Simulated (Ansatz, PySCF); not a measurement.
Process, species as SMILES: [I][Ge][I] -> [I][Ge][I] as doublet, charge +1 + e-
Geometries: B3LYP-D3(BJ)/def2-TZVP minima from Ansatz (an electronic-structure program). Frequencies are from Ansatz or PySCF. A spin state is the lowest found, not a proven ground state.
Geometry of the first species:
```xyz
3

Ge     0.0170     0.0000     1.2404
I      1.0196    -1.7356    -0.3885
I     -1.0299     1.7355    -0.3605
```
Charge 0, spin multiplicity 1.

Quantity: adiabatic ionisation energy (0 K, with B3LYP-D3(BJ) harmonic zero-point energies), in eV. Cores are frozen in the correlated levels unless marked. Open shells are spin-unrestricted. No spin-orbit coupling. Frozen are the shells of the preceding noble gas and the d and f shells that filled before the atom's block. Past Kr the def2 sets carry scalar-relativistic core potentials. STO-3G rows are all-electron and non-relativistic. CBS marks a two-point X^-3 extrapolation of the correlation energy; Hartree-Fock from the larger set. [CCSD(T)-MP2]/basis is that difference in the basis named.

```tsv
level	program	adiabatic ionisation energy (eV)	minus last row
SVWN5/def2-TZVPD	Ansatz	8.88	-0.09
BLYP-D4/def2-TZVPD	Ansatz + dftd4	8.66	-0.31
revPBE-D3(BJ)/def2-TZVPD	Ansatz + dftd3	8.68	-0.29
B3LYP-D3(BJ)/def2-TZVPD	Ansatz + dftd3	8.91	-0.06
PBE0/STO-3G	Ansatz	6.43	-2.54
PBE0-D3(BJ)/def2-TZVP	Ansatz + dftd3	8.84	-0.13
BHLYP-D4/def2-TZVPD	Ansatz + dftd4	8.90	-0.07
TPSSh-D3(BJ)/def2-TZVPD	PySCF + dftd3	8.79	-0.18
r2SCAN0-D4/def2-TZVPD	Ansatz + dftd4	8.88	-0.09
LC-wPBE-D4/def2-TZVPD	Ansatz + dftd4	9.00	0.03
RPA@PBE/def2-QZVPP	Ansatz	9.10	0.13
MP2/STO-3G	Ansatz	5.58	-3.39
MP2/def2-SVP	Ansatz	8.71	-0.26
CCSD(T)/def2-TZVPPD	Ansatz	8.79	-0.18
RI-MP2/CBS(def2-TZVPPD,def2-QZVPPD)+[CCSD(T)-MP2]/def2-TZVPPD	Ansatz	8.97	0.00
```
